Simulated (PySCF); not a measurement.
# How methods differ on the excitation energy of Ge

Ge [Ar] 3d10 4s2 4p2 (3P) → Ge [Ar] 3d10 4s1 4p2 4d1 (high-spin determinant), as a difference of total energies. Computed with PySCF 2.14 in x2c-TZVPPall with one added diffuse shell each of s, p, d type (7s6p5d1f, 57 functions), with scalar relativity by spin-free X2C-1e. Correlated levels: valence and next inner shell: [Ne] frozen. The calculations carry no spin-orbit coupling.

```tsv
method	excitation energy (cm⁻¹)
UHF	89684
MP2 (valence and next inner shell)	100250
SCS-MP2 (valence and next inner shell)	102130
CCSD (valence and next inner shell)	100600
CCSD(T) (valence and next inner shell)	100810
```

A first-order spin-orbit estimate (lowest level to lowest level, LS coupling) adds 0.009 eV.

The upper state lies above the first ionisation limit, but in LS coupling its spin forbids autoionisation to the ground ion.

The promoted electron is Rydberg-like, and one or two diffuse shells describe it only roughly, which tends to raise the upper state.

The coupled-cluster amplitudes are large for the upper state (T1 above 0.03 or a double amplitude above 0.15), so a single reference is strained.

The determinant of the upper state mixes LS terms, which raises its energy above the lowest term, most at the Hartree-Fock and MP2 levels.
